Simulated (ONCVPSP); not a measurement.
## Building the ONCV potential for lutetium (Lu) (PBEsol, scalar-relativistic).

Input for ONCVPSP 4.0.1:

```
# ATOM AND REFERENCE CONFIGURATION
# atsym  z   nc   nv     iexc    psfile
  Lu 71.00    9    5  -116133      upf
#
#   n    l    f
    1    0    2.00
    2    0    2.00
    2    1    6.00
    3    0    2.00
    3    1    6.00
    3    2   10.00
    4    0    2.00
    4    1    6.00
    4    2   10.00
    4    3   14.00
    5    0    2.00
    5    1    6.00
    5    2    1.00
    6    0    1.00
#
# PSEUDOPOTENTIAL AND OPTIMIZATION
# lmax
    3
#
#   l,   rc,      ep,       ncon, nbas, qcut
    0    1.90    0.00    5    9    7.00
    1    1.50    0.00    4    7    5.70
    2    2.75    0.00    3    8    6.50
    3    0.80    0.00    3    7   21.50
#
# LOCAL POTENTIAL
# lloc, lpopt,  rc(5),   dvloc0
    4    5    0.80   -1.00
#
# VANDERBILT-KLEINMAN-BYLANDER PROJECTORs
# l, nproj, debl
    0    2    1.30
    1    2    2.40
    2    3    0.30
    3    1    1.70
#
# MODEL CORE CHARGE
# icmod, fcfact, rcfact
    3    1.50    1.35
#
# LOG DERIVATIVE ANALYSIS
# epsh1, epsh2, depsh
   -4.00    5.00    0.02
#
# OUTPUT GRID
# rlmax, drl
    6.00    0.01
#
# TEST CONFIGURATIONS
# ncnf
    4
# nvcnf
#   n    l    f
    5
    4    3   14.00
    5    0    2.00
    5    1    6.00
    5    2    1.00
    6    0    2.00
#
    5
    4    3   14.00
    5    0    2.00
    5    1    6.00
    5    2    1.00
    6    0    0.00
#
    5
    4    3   14.00
    5    0    2.00
    5    1    6.00
    5    2    0.00
    6    0    0.00
#
    5
    4    3   14.00
    5    0    2.00
    5    1    6.00
    5    2    1.50
    6    0    1.50
#
```

Command:

```bash
oncvpsp.x < Lu.dat > Lu.out
```

Output (shortened: citation, most of the input echo, consistency checks and plot data are left out):

```
ONCVPSP  (Optimized Norm-Conservinng Vanderbilt PSeudopotential)
scalar-relativistic version 4.0.1

#   n    l    f        energy (Ha)
    1    0    2.00    -2.3236272E+03
    2    0    2.00    -3.9575190E+02
    2    1    6.00    -3.4820621E+02
    3    0    2.00    -8.9868880E+01
    3    1    6.00    -7.5604099E+01
    3    2   10.00    -5.8478933E+01
    4    0    2.00    -1.8077456E+01
    4    1    6.00    -1.3396804E+01
    4    2   10.00    -7.2945937E+00
    4    3   14.00    -6.0206808E-01
    5    0    2.00    -2.4926023E+00
    5    1    6.00    -1.4119064E+00
    5    2    1.00    -2.9042168E-01
    6    0    1.00    -3.7586691E-01

Reference configufation results
  iterations    37
  all-electron total energy (Ha)   -1.45586113D+04

Begin loop to  construct optimized pseudo wave functions
and semi-local pseudopoentials for all angular momenta

Calculating optimized projector #   1

 for l=   0

    Fraction of norm inside rc  0.952128
    Optimizing pswf for qcut=   6.99 a_B^-1,  ecut=  24.42 Ha
    Residual kinetic energy error=  8.73D-06 Ha

    Energy error per electron        Cutoff
         Ha          eV             Ha
         0.01000     0.27211       14.13
         0.00100     0.02721       18.28
         0.00010     0.00272       21.26
         0.00001     0.00027       24.24

Calculating optimized projector #   2

 for l=   0

    Fraction of norm inside rc  0.070278
    Optimizing pswf for qcut=   6.99 a_B^-1,  ecut=  24.42 Ha
    Residual kinetic energy error=  4.31D-06 Ha

    Energy error per electron        Cutoff
         Ha          eV             Ha
         0.01000     0.27211       10.93
         0.00100     0.02721       16.38
         0.00010     0.00272       20.22
         0.00001     0.00027       23.28

   Wellstate for l =  1  n =  7
     eigenvalue =   0.9881
     asymptotic potential =   1.4881
     half-point radius =  4.1332

Calculating optimized projector #   1

 for l=   1

    Fraction of norm inside rc  0.636327
    Optimizing pswf for qcut=   5.70 a_B^-1,  ecut=  16.22 Ha
    Residual kinetic energy error=  3.68D-03 Ha

    Energy error per electron        Cutoff
         Ha          eV             Ha
         0.01000     0.27211       11.55
         0.00100     0.02721       41.49
         0.00010     0.00272       64.08
         0.00001     0.00027       85.34

Calculating optimized projector #   2

 for l=   1

    Fraction of norm inside rc  0.055442
    Optimizing pswf for qcut=   5.70 a_B^-1,  ecut=  16.22 Ha
    Residual kinetic energy error=  1.72D-03 Ha

    Energy error per electron        Cutoff
         Ha          eV             Ha
         0.01000     0.27211        6.92
         0.00100     0.02721       17.97
         0.00010     0.00272       38.78
         0.00001     0.00027       66.93

   Wellstate for l =  2  n =  6
     eigenvalue =   0.0096
     asymptotic potential =   0.5096
     half-point radius =  9.4177

   Wellstate for l =  2  n =  7
     eigenvalue =   0.3096
     asymptotic potential =   0.8096
     half-point radius =  9.2789

Calculating optimized projector #   1

 for l=   2

    Fraction of norm inside rc  0.664159
    Optimizing pswf for qcut=   6.51 a_B^-1,  ecut=  21.17 Ha
    Residual kinetic energy error=  3.46D-10 Ha

    Energy error per electron        Cutoff
         Ha          eV             Ha
         0.01000     0.27211        7.60
         0.00100     0.02721       10.48
         0.00010     0.00272       12.95
         0.00001     0.00027       15.13

Calculating optimized projector #   2

 for l=   2

    Fraction of norm inside rc  0.137972
    Optimizing pswf for qcut=   6.51 a_B^-1,  ecut=  21.17 Ha
    Residual kinetic energy error=  1.70D-10 Ha

    Energy error per electron        Cutoff
         Ha          eV             Ha
         0.01000     0.27211        6.46
         0.00100     0.02721        9.53
         0.00010     0.00272       12.22
         0.00001     0.00027       14.47

Calculating optimized projector #   3

 for l=   2

    Fraction of norm inside rc  0.096787
    Optimizing pswf for qcut=   6.51 a_B^-1,  ecut=  21.17 Ha
    Residual kinetic energy error=  3.14D-10 Ha

    Energy error per electron        Cutoff
         Ha          eV             Ha
         0.01000     0.27211        6.73
         0.00100     0.02721        9.83
         0.00010     0.00272       12.55
         0.00001     0.00027       14.81

Calculating optimized projector #   1

 for l=   3

    Fraction of norm inside rc  0.680569
    Optimizing pswf for qcut=  21.51 a_B^-1,  ecut= 231.24 Ha
    Residual kinetic energy error=  7.35D-06 Ha

    Energy error per electron        Cutoff
         Ha          eV             Ha
         0.01000     0.27211      169.77
         0.00100     0.02721      192.22
         0.00010     0.00272      209.90
         0.00001     0.00027      228.47

Construct Vanderbilt / Kleinmman-Bylander projectors

B matrix Hermiticity error, ll=   0
   1   2    2.4065E-04

  Orthonormal projector coefficients  2.2531E+01  1.5621E+00

B matrix Hermiticity error, ll=   1
   1   2   -2.6596E-04

  Orthonormal projector coefficients  1.8820E+01  2.2253E+00

B matrix Hermiticity error, ll=   2
   1   2    1.4414E-05
   1   3   -2.7458E-05
   2   3    8.1544E-06

  Orthonormal projector coefficients  2.0184E+01  1.9835E+00 -7.4582E-02

Model core correction analysis
  based on d2Exc/dn_idn_j

d2excae - all-electron derivatives

   -2.118370D-02   -1.182554D-02   -8.680749D-03   -2.909963D-03
   -1.267551D-03
   -1.182536D-02   -2.608783D-02   -2.281353D-02   -8.474676D-03
   -1.892031D-03
   -8.680608D-03   -2.281349D-02   -2.348499D-02   -1.288996D-02
   -3.824940D-03
   -2.909822D-03   -8.474434D-03   -1.288941D-02   -2.284746D-02
   -2.392805D-02
   -1.267189D-03   -1.891284D-03   -3.822477D-03   -2.391394D-02
   -3.929968D-02

d2excps - pseudofunction derivatives with no core correction

   -4.121490D-02   -1.693753D-02   -1.098642D-02   -3.041113D-03
   -1.779127D-03
   -1.693746D-02   -2.623479D-02   -2.311197D-02   -8.684412D-03
   -1.955188D-03
   -1.098633D-02   -2.311193D-02   -2.387921D-02   -1.310512D-02
   -3.874381D-03
   -3.040977D-03   -8.684166D-03   -1.310457D-02   -2.302818D-02
   -2.396492D-02
   -1.778779D-03   -1.954446D-03   -3.871919D-03   -2.395082D-02
   -3.930369D-02

rms 2nd derivative error    4.314113E-03

rmatch, rhocmatch    0.7188   34.4445

Teter function model core charge with specified parameters

d2excps - pseudofunction derivatives with core correction

   -3.600258D-02   -1.542585D-02   -1.027930D-02   -2.959627D-03
   -1.625035D-03
   -1.542574D-02   -2.524481D-02   -2.258189D-02   -8.619561D-03
   -1.858820D-03
   -1.027919D-02   -2.258182D-02   -2.361824D-02   -1.308293D-02
   -3.819660D-03
   -2.959487D-03   -8.619312D-03   -1.308237D-02   -2.303133D-02
   -2.395639D-02
   -1.624680D-03   -1.858071D-03   -3.817197D-03   -2.394229D-02
   -3.929461D-02

rms 2nd derivative error    3.174180E-03

Pseudoatom total energy -271.338403

Diagnostic tests using Vanderbilt-Kleinman-Bylander pseudopotentials
  1 or more projectors used as specified by nproj input data

   l    rcore       rmatch      e in        delta e   norm test  slope test

   0   1.9058527   1.9637186  -2.4926023   0.0000028   1.0001786   1.0001707
   0   1.9058527   1.9637186  -0.3758669   0.0000029   1.0000337   1.0000271

   1   1.5002724   1.5458239  -1.4119064  -0.0000141   1.0001023   1.0001213
   1   1.5002724   1.5458239   0.9880936  -0.0000442   1.0008910   1.0008910

   2   2.7616214   2.8454702  -0.2904217  -0.0000012   1.0000414   1.0000372
   2   2.7616214   2.8454702   0.0095783  -0.0000001   1.0000969   1.0000969
   2   2.7616214   2.8454702   0.3095783   0.0000031   1.0001298   1.0001298

   3   0.8005383   0.8248444  -0.6020681   0.0000519   1.0000240   0.9998787

 Testing for bound ghosts
   n   l    E NL Schr. Eq   E Basis Diag.   E Cutoff

       0                      -13.152989     96.61  WARNING - GHOST(-)
   1   0       -2.492599       -2.492597     96.61
   2   0       -0.375864       -0.345356     96.61

   2   1       -1.411920       -1.411482     98.69

   3   2       -0.290423       -0.289888     58.09

   4   3       -0.602016       -0.583325    336.62

 Testing for highly-localized positive-energy ghosts
       l    <radius>/rc     E Basis Diag.   E Cutoff

       1        0.366372        1.517764     98.69  WARNING - GHOST(+)

       2        0.771843       19.124198     58.09  WARNING - GHOST(+)

Test configuration 0

   n   l     f        eae           eps        diff
   1   0  2.0000-2323.62724347
   2   0  2.0000 -395.75189771
   2   1  6.0000 -348.20620746
   3   0  2.0000  -89.86888019
   3   1  6.0000  -75.60409935
   3   2 10.0000  -58.47893326
   4   0  2.0000  -18.07745598
   4   1  6.0000  -13.39680415
   4   2 10.0000   -7.29459369
   4   3 14.0000   -0.60206808   -0.60201618    5.19D-05
   5   0  2.0000   -2.49260225   -2.49259947    2.78D-06
   5   1  6.0000   -1.41190637   -1.41192042   -1.41D-05
   5   2  1.0000   -0.29042168   -0.29042284   -1.15D-06
   6   0  1.0000   -0.37586691   -0.37586400    2.92D-06

    Total energies and differences
      AE_ref= -1.45586113D+04  AE_tst= -1.45586113D+04  dif=  0.00D+00
      PS_ref= -2.71338403D+02  PS_tst= -2.71338403D+02  dif= -1.31D-12
      PSP excitation error=  1.31D-12

Test configuration 1

   n   l     f        eae           eps        diff
   1   0  2.0000-2323.37821153
   2   0  2.0000 -395.50421633
   2   1  6.0000 -347.95844999
   3   0  2.0000  -89.62158821
   3   1  6.0000  -75.35679894
   3   2 10.0000  -58.23165170
   4   0  2.0000  -17.83003700
   4   1  6.0000  -13.14935638
   4   2 10.0000   -7.04716163
   4   3 14.0000   -0.35470226   -0.35404486    6.57D-04
   5   0  2.0000   -2.24485892   -2.24476283    9.61D-05
   5   1  6.0000   -1.16418454   -1.16421217   -2.76D-05
   5   2  1.0000   -0.06496523   -0.06499008   -2.48D-05
   6   0  2.0000   -0.17183639   -0.17182699    9.41D-06

    Total energies and differences
      AE_ref= -1.45586113D+04  AE_tst= -1.45588829D+04  dif= -2.72D-01
      PS_ref= -2.71338403D+02  PS_tst= -2.71610057D+02  dif= -2.72D-01
      PSP excitation error=  6.23D-05

Test configuration 2

   n   l     f        eae           eps        diff
   1   0  2.0000-2323.92213374
   2   0  2.0000 -396.04477677
   2   1  6.0000 -348.49921769
   3   0  2.0000  -90.16069655
   3   1  6.0000  -75.89593389
   3   2 10.0000  -58.77080778
   4   0  2.0000  -18.36963001
   4   1  6.0000  -13.68909105
   4   2 10.0000   -7.58696013
   4   3 14.0000   -0.89430801   -0.89497014   -6.62D-04
   5   0  2.0000   -2.78577317   -2.78584295   -6.98D-05
   5   1  6.0000   -1.70358191   -1.70358435   -2.43D-06
   5   2  1.0000   -0.55172754   -0.55168490    4.26D-05

    Total energies and differences
      AE_ref= -1.45586113D+04  AE_tst= -1.45581254D+04  dif=  4.86D-01
      PS_ref= -2.71338403D+02  PS_tst= -2.70852366D+02  dif=  4.86D-01
      PSP excitation error= -1.53D-04

Test configuration 3

   n   l     f        eae           eps        diff
   1   0  2.0000-2324.36129117
   2   0  2.0000 -396.48535396
   2   1  6.0000 -348.93993517
   3   0  2.0000  -90.59661396
   3   1  6.0000  -76.33190387
   3   2 10.0000  -59.20750540
   4   0  2.0000  -18.80664834
   4   1  6.0000  -14.12670786
   4   2 10.0000   -8.02549084
   4   3 14.0000   -1.33244065   -1.33010538    2.34D-03
   5   0  2.0000   -3.22559979   -3.22492765    6.72D-04
   5   1  6.0000   -2.13207853   -2.13215016   -7.16D-05

    Total energies and differences
      AE_ref= -1.45586113D+04  AE_tst= -1.45573940D+04  dif=  1.22D+00
      PS_ref= -2.71338403D+02  PS_tst= -2.70120768D+02  dif=  1.22D+00
      PSP excitation error= -3.06D-04

Test configuration 4

   n   l     f        eae           eps        diff
   1   0  2.0000-2323.35978346
   2   0  2.0000 -395.48456220
   2   1  6.0000 -347.93883164
   3   0  2.0000  -89.60234292
   3   1  6.0000  -75.33755122
   3   2 10.0000  -58.21228147
   4   0  2.0000  -17.81055179
   4   1  6.0000  -13.12976351
   4   2 10.0000   -7.02735627
   4   3 14.0000   -0.33468613   -0.33493415   -2.48D-04
   5   0  2.0000   -2.22389381   -2.22402348   -1.30D-04
   5   1  6.0000   -1.14493515   -1.14494911   -1.40D-05
   5   2  1.5000   -0.05572594   -0.05571423    1.17D-05
   6   0  1.5000   -0.16660704   -0.16661617   -9.13D-06

    Total energies and differences
      AE_ref= -1.45586113D+04  AE_tst= -1.45588285D+04  dif= -2.17D-01
      PS_ref= -2.71338403D+02  PS_tst= -2.71555569D+02  dif= -2.17D-01
      PSP excitation error= -1.02D-05
```

Note: ghosts flagged at negative energy: s at -357.9 eV; GHOST(+) flagged for p at 41.3 eV, d at 520.4 eV. A true bound ghost makes a file unfit for plane-wave use.

The run took about 5.6 s on one core of a shared server CPU.
